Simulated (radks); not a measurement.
Results of a calculation; reference values are marked as such.
Pb+, 81 electrons, occupied as [Hg] 7p1 (not the ground configuration).

Level of theory: scalar-relativistic Kohn-Sham, BLYP, spin-unpolarised, spherical densities, point nucleus (a radial shooting solver on a logarithmic mesh with Libxc functionals).

Energy parts (hartree):
| part | energy |
|---|---|
| total | -20882.4483 |
| kinetic | 23612.6805 |
| electron-nucleus | -52110.6005 |
| Hartree | 8002.5522 |
| exchange-correlation | -387.0805 |

Orbitals (lengths in bohr, moments of r in powers of bohr):
orbital,occ.,eigenvalue (hartree),<1/r>
1s,2,-3239.789,101.5
2s,2,-579.8388,23.82
2p,6,-497.3443,20.91
3s,2,-139.5238,8.824
3p,6,-115.8776,7.979
3d,10,-91.78392,7.489
4s,2,-31.92535,3.800
4p,6,-24.17827,3.414
4d,10,-15.22013,3.069
4f,14,-5.32927,2.675
5s,2,-5.74579,1.599
5p,6,-3.59956,1.366
5d,10,-1.21941,1.013
6s,2,-0.84901,0.5827
7p,1,-0.15971,0.1766

The highest occupied level is 7p at -4.346 eV. The density falls to 0.001 e/bohr^3 at r = 3.71 bohr.
